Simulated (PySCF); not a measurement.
Compound: C4H2Cl2F (doublet state).
Geometry (GFN2-xTB, Å), atoms numbered from 1 in this order:
```xyz
9
C4H2Cl2F angstrom
F     -1.141    1.839   -0.622
C     -1.038    0.620   -0.014
Cl    -2.069    0.618    1.431
C     -0.795   -0.591   -0.789
C      0.241   -0.121   -0.043
C      1.517   -0.178    0.418
Cl     2.564   -1.437   -0.027
H     -1.192   -1.308   -1.462
H      1.927    0.563    1.084
```

The hyperfine couplings belong to this conformer and change with its torsions.

Identity: `F[C@@]1(Cl)C=C1[CH]Cl` [radical].

Method used: PySCF 2.14.0, UKS B3LYP, pcH-1 on C Cl F H, non-relativistic, mean-field spin-orbit, GIAO. The structure is a single GFN2-xTB conformer in the gas phase; no vibrational or solvent corrections. Couplings are sensitive to structure, and on GFN2-xTB geometries they can be far from those on DFT ones. The SCF solution wasn't tested for stability.

Q: Predict the first-order ENDOR lines of F1, H9, H8, Cl7 and Cl3 under fast tumbling at B = 1211.7 mT (Q band).

A: ν± = |νn ± a/2|, one line for each electron-spin manifold; νn = |g_N| × 7.62259 MHz/T × B.

```csv
nuclei,isotope,g_N,νn (MHz),a_iso (MHz),lower line (MHz),upper line (MHz)
F1,19F,5.2577,48.56,30.56,33.28,63.84
H9,1H,5.5857,51.59,-45.64,28.77,74.41
H8,1H,5.5857,51.59,-37.59,32.79,70.39
Cl7,35Cl,0.5479,5.06,5.34,2.39,7.73
Cl3,35Cl,0.5479,5.06,2.96,3.58,6.54
```

Q: Which pairs are centred on the nuclear Larmor frequency, and which on half the coupling?

A: Centred on νn, since |a| < 2νn: F1, H9, H8, Cl7 and Cl3. No pair has |a| > 2νn.

Q: At what field would the lower line of F1 fall to zero frequency?

A: Where νn = |a|/2, that is B = 15.28 MHz/(5.2577 × 7.62259 MHz/T) = 381 mT, as far as first order holds there.

Main isotope only: 35Cl (natural samples also hold 24 % 37Cl, magnetic too, which adds its own pattern).

Time: 46 s of wall time (grids of density and orbitals included); peak memory 0.80 GiB. Hardware: one thread, Arm Neoverse V1 (aarch64), on a shared host.
